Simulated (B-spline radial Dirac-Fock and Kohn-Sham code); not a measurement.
A summary of the ionisation energies of antimony (Z = 51) against charge, from Dirac-Fock energy differences between relaxed states, corrected for Breit and QED terms and from the NIST table. The largest relative steps of the computed values, from charge +5 on, come at Sb⁵⁺ (46 electrons left, 53.40 to 98.42 eV); Sb²³⁺ (28 electrons left, 691.9 to 1218.5 eV); Sb⁴¹⁺ (10 electrons left, 2898.9 to 6800.6 eV); Sb⁴⁹⁺ (2 electrons left, 8669.3 to 35707.6 eV). The median of |NIST − computed| / NIST over the 51 ions is 0.87 %.

| charge | computed (eV) | NIST (eV) |
| --- | --- | --- |
| 0 | 7.62 | 8.608389 |
| 3 | 41.62 | 43.804 |
| 6 | 119.4 | 117 |
| 9 | 187.5 | 185 |
| 12 | 262.7 | 265 |
| 15 | 422.9 | 420 |
| 18 | 513.2 | 510 |
| 21 | 657.0 | 657 |
| 24 | 1293.0 | 1285 |
| 27 | 1525.9 | 1518 |
| 30 | 1773.0 | 1781 |
| 33 | 2210.1 | 2190 |
| 36 | 2447.9 | 2428 |
| 39 | 2814.9 | 2815 |
| 42 | 7024.8 | 6929 |
| 45 | 7715.8 | 7887 |
| 48 | 8669.3 | 8669.48 |
